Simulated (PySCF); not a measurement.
Ionisation energy of Yb by level of theory

Yb [Xe] 4f14 6s2 → Yb⁺ [Xe] 4f14 6s1 [6s1/2^1, M_J = 1/2], as a difference of total energies. Computed with PySCF 2.14 in x2c-SVPall-2c, with the two-component X2C-1e Hamiltonian. Correlated levels: [Ar] 3d10 frozen; the 16 highest virtual spinors dropped. "Screened" scales the spin-orbit matrix elements by Boettger's factors to mimic the two-electron term; Breit and QED terms are absent.

```csv
method,ionisation energy (eV)
GHF (spin-free),5.112
GMP2 (spin-free),5.994
GHF (screened spin-orbit),5.115
GMP2 (screened spin-orbit),5.998
```

How much does correlation contribute at GMP2 (screened spin-orbit)?

5.998 − (5.115) = 0.883 eV, measured against GHF (screened spin-orbit).

Errors of the correlated levels include the incompleteness of this basis and the frozen core.

MP2 underrates the near-degeneracy of ns² with np² in the lower species.

For comparison: 6.254 eV (measured; NIST Atomic Spectra Database, ionization energies).
